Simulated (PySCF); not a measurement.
**Dipole response of F⁶⁺ (fluorine, charge +6)**

[He] 2s1, 2S determinant. All numbers are calculated (PySCF 2.14, the spin-free X2C one-electron Hamiltonian (Gaussian nucleus), in an uncontracted even-tempered set (20 s from 0.42 bohr⁻², ratio 2.2; 9 p from 0.72 bohr⁻², ratio 2.4; 6 d from 2.2 bohr⁻², ratio 2.4; 5 f from 3.3 bohr⁻², ratio 2.4; 5 g from 4.9 bohr⁻², ratio 2.4)). Coupled (time-dependent) response in atomic units; α is the mean over directions.

| method | mean α (bohr³) | C₆ (like pair) | S(−4) |
| --- | --- | --- | --- |
| UHF | 0.6803 | 0.1931 | 2.450 |
| PBE0 | 0.6278 | 0.1729 | 2.067 |

S(−4) is the Cauchy moment in α(ω) = α(0) + S(−4) ω² + …

α(iu) at UHF:

```tsv
u (hartree)	α(iu) (bohr³)
0	0.6803
0.0600	0.6716
0.120	0.6468
0.240	0.5643
0.360	0.4666
0.480	0.3774
0.600	0.3048
0.900	0.1881
1.20	0.1277
1.80	0.07351
3.00	0.03847
```

A single London oscillator, α(iu) = α/(1 + u²/ω²), gives C₆ = (3/4) ω α². Matching the computed C₆ needs ω = 4 × 0.1931 / (3 × 0.6803²) = 0.556 hartree.

For an ion, C₆ is the dispersion term alone; charge-induced terms of lower order in 1/R come first.
